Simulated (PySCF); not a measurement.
# Computed records: BGeH₅OSi

All values are calculated (PySCF 2.14.0). Calculation on a computer-drawn molecule: the log of a Hartree-Fock and frozen-core CCSD(T) single point meant for a local Hartree-Fock minimum, with one planted fault or none, to be diagnosed. Offsets are logged minus clean, where the clean run is the same molecule without the fault. The reference is restricted for singlets and unrestricted otherwise, and also for a bond in bohr or an excited solution. Adding or removing an electron swaps singlet and doublet. The excited solution moves the top pair (singlet) or top alpha electron (doublet) to the lowest empty orbital. Highest occupied and lowest empty are orbital energies over both spins, largest force is the largest gradient component, triples share is (T) over the correlation energy, the T1 limit is 0.02 restricted and 0.045 unrestricted, electrons count all cores, a negative frequency is imaginary (commonest isotopes), and the dipole is about the centre of nuclear charge; on germanium a core potential holds 10 electrons, which the energies leave out, and 3d is frozen in MP2 and coupled-cluster steps.

```xyz
9
formula=BGeH5OSi meant_charge=0 meant_multiplicity=1 meant_basis=cc-pV(D+d)Z meant_basis_and_core_potential_on_germanium=cc-pVDZ-PP_ECP10MDF logged_electrons=64 logged_basis_functions=99 logged_SCF_converged=yes logged_spin_squared=0 logged_highest_occupied=-8.2238 logged_lowest_empty=0.55593 logged_largest_force=0.047134 logged_T1_diagnostic=0.016259 logged_D1_diagnostic=0.051357 logged_triples_share=0.027155 logged_CC_converged=yes logged_dipole_magnitude=2.0864 logged_SCF_stable_within_its_kind=yes logged_energy_HF=-684.72009 logged_energy_CCSD(T)=-685.23631 possible_faults=no_fault,one_electron_removed,one_electron_added,multiplicity_raised_by_two,geometry_at_a_saddle_point,SCF_held_on_an_excited_solution,minimal_basis_STO-3G,one_bond_length_entered_in_bohr,all_coordinates_scaled planted_fault=all_coordinates_scaled,by_-4.1_% HF_energy_offset_from_clean_run=9.086 CCSD(T)_energy_offset_from_clean_run=11.68
O     -2.0987     1.0993     0.2374
B     -0.8582     0.9603     0.6010
Si    -0.1178    -0.8310     0.9449
Ge     0.3162     2.6040     0.8762
H     -2.3708     1.9517     0.0859
H      0.3981    -0.9303    -0.4141
H     -0.1399     3.7271     0.0302
H      1.7312     2.3451     0.5605
H      0.2603     3.0604     2.2777
```

Units: logged_highest_occupied, logged_lowest_empty in eV; logged_largest_force in hartree/bohr; logged_dipole_magnitude in debye; logged_energy_HF, logged_energy_CCSD(T) in hartree; HF_energy_offset_from_clean_run, CCSD(T)_energy_offset_from_clean_run in kcal/mol.

Drawn bonds:
```
atom  other atom  order
   1           2      1
   2           3      1
   2           4      1
   1           5      1
   3           6      1
   4           7      1
   4           8      1
   4           9      1
```
